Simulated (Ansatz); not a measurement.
`N#[C][GaH2]` + `[OH][In]([F])[F]` → `N#[C][GaH][OH]` + `[F][InH][F]`  (redistribution)

Isolated molecules relaxed with PBE0-D4/def2-TZVP in Ansatz; ΔE leaves out vibrations. CCSD(T)/CBS is the MP2 limit (def2-TZVPP, def2-QZVPP) plus CCSD(T) − MP2 in def2-TZVPP, frozen cores. Functionals use def2-TZVPP. Elements past krypton have def2 core potentials. For Ga, In outer-core shells are correlated without core-valence functions, which leaves a few kJ/mol of doubt a bond. Scalar relativity is left out up to krypton. One conformer a species, not always the lowest.

`N#[C][GaH2]`:

Cartesian coordinates in Å:
```
N 0.547 1.917 -1.273
C 0.280 0.982 -0.653
Ga -0.171 -0.598 0.397
H 0.129 -0.514 1.918
H -0.786 -1.787 -0.390
```

`[OH][In]([F])[F]`:

Z-matrix (Å, degrees):
```
In
O 1 1.954
F 1 1.935 2 121.1
F 1 1.922 2 123.4 3 -180.0
H 2 0.962 1 111.3 3 -0.0
```

`N#[C][GaH][OH]`:

```xyz
6

N     2.370   -1.235    0.818
C     1.446   -0.689    0.398
Ga   -0.052    0.257   -0.380
O    -1.513    0.075    0.602
H     0.034    1.065   -1.696
H    -2.286    0.527    0.259
```

`[F][InH][F]`:

```xyz
4

F    -1.425   -1.158    0.182
In    0.039    0.065   -0.137
F     0.930    0.325    1.560
H     0.456    0.768   -1.606
```

| level | ΔE (kJ/mol) | difference from CCSD(T)/CBS |
| --- | --- | --- |
| BLYP-D4 | -61.3 | -1.6 |
| PBE0-D4 | -64.0 | -4.3 |
| ωB97X-V | -62.7 | -3.0 |
| B2PLYP | -63.2 | -3.5 |
| r2SCAN0 | -67.8 | -8.1 |
| CAM-B3LYP | -66.3 | -6.6 |
| HF/def2-SVP | -68.3 | -8.6 |
| CCSD(T)/def2-SVP | -65.4 | -5.7 |
| HF/def2-TZVPP | -63.0 | -3.3 |
| CCSD/def2-TZVPP | -65.6 | -5.9 |
| CCSD(T)/CBS | -59.7 | 0 |

Largest T1 diagnostic among the species: 0.018.

From BLYP to BHLYP (50 % exact exchange), in def2-TZVPP and without D4, ΔE moves by −4.9 kJ/mol. At CCSD(T), def2-SVP lies −5.7 kJ/mol from the extrapolated value and def2-TZVPP −4.8 kJ/mol. Leaving LDA and LC-ωPBE aside and taking each functional with its dispersion term where it has one, the values, not all of them listed here, spread over 8.7 kJ/mol, from r2SCAN0-D4 to revPBE-D4. LDA lies −12.5 kJ/mol from PBE without D4.
